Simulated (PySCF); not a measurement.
C3H5FOSi, SMILES [Si@@H](C#C)(O)CF. Heavy atoms are numbered as in [CH:1]#[C:2][Si@H:3]([OH:4])[CH2:5][F:6]. Hydrogens are named by the atom that carries them.

Geometry optimised at PBE0-D3(BJ)/def2-SVP. The structure was generated by enumeration; whether it is a known compound was not checked. Other conformers were not sampled.

Method: PySCF with CAM-B3LYP/def2-TZVP.

ESP charges are fitted to the potential on shells at 1.4 to 2.0 van der Waals radii. Atomic charges (e), one atom of each kind:

```
atom       ESP fit      Löwdin
---------  -------  ----------
C1 (CH)      -0.31       -0.08
C2           -0.23  (withheld)
Si3 (SiH)     0.73  (withheld)
O4 (OH)      -0.74       -0.11
C5 (CH2)     -0.03       -0.42
F6           -0.24  (withheld)
H on C1       0.30  (withheld)
H on Si3     -0.13  (withheld)
H on O4       0.45        0.18
H on C5       0.10        0.13
```

Some entries are withheld; supply them. (An estimate is asked for; the answer gives what the named calculation found.)


- C2, Löwdin: -0.20
- Si3 (SiH), Löwdin: 0.20
- F6, Löwdin: 0.08
- H on C1, Löwdin: 0.13
- H on Si3, Löwdin: -0.03

Give the Mayer and Wiberg (Löwdin basis) orders of the bonds. (Estimate from the structure and the level; the computed values follow.)


```
bond    Mayer  Wiberg
------  -----  ------
C1–C2    2.88    3.01
C2–Si3   0.93    1.12
Si3–O4   1.19    1.65
Si3–C5   0.96    1.09
C5–F6    0.94    1.66
```
